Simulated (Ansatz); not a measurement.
Reaction (isomerisation): `C[O][Ge][O]C` → `[CH3][GeH2][C](=O)O`

Computed with Ansatz on PBE0-D4/def2-TZVP structures; ΔE is electronic, products minus reactants. CCSD(T)/CBS is the MP2 limit (def2-TZVPP, def2-QZVPP) plus CCSD(T) − MP2 in def2-TZVPP, frozen cores. DFT in def2-TZVPP. For Ge outer-core shells are correlated without core-valence functions, which leaves a few kJ/mol of doubt a bond. Scalar relativity is left out up to krypton. One conformer a species, not always the lowest.

`C[O][Ge][O]C`:

```xyz
11

C     1.732   -0.734   -1.095
O     1.309    0.583   -1.375
Ge   -0.048    1.474   -0.670
O    -0.637    0.193    0.441
C    -1.752    0.398    1.273
H     1.729   -1.315   -2.022
H     2.757   -0.708   -0.712
H     1.090   -1.227   -0.362
H    -1.460    0.283    2.321
H    -2.197    1.396    1.153
H    -2.524   -0.344    1.048
```

`[CH3][GeH2][C](=O)O`:

Z-matrix (Å, degrees):
```
C
Ge 1 1.947
H 1 1.091 2 110.3
H 1 1.090 2 109.8 3 120.1
H 1 1.090 2 110.2 3 -120.2
C 2 2.001 1 110.8 3 -177.1
H 2 1.535 1 112.7 3 64.6
H 2 1.537 1 111.6 3 -59.3
O 6 1.348 2 112.5 1 22.4
O 6 1.199 2 125.0 1 -158.4
H 9 0.972 6 106.9 2 178.8
```

```csv
level,ΔE (kJ/mol)
r2SCAN-D4,21.6
ωB97M-V,34.9
PBE,26.4
CCSD(T)/def2-TZVPP,20.8
```

**Question.** What does CCSD(T)/CBS give? (An estimate is asked.)

**Answer.** The calculation gave: +36.1 kJ/mol. The listed levels differ from it by -14.5, -1.2, -9.7, -15.3 kJ/mol.

Largest T1 diagnostic among the species: 0.015.

From PBE to PBE0 (25 % exact exchange), in def2-TZVPP and without D4, ΔE moves by −4.3 kJ/mol. In def2-TZVPP, CCSD(T) changes the Hartree–Fock value by −10.8 kJ/mol (the triples alone add −3.0 kJ/mol) and MP2 by −12.1 kJ/mol.
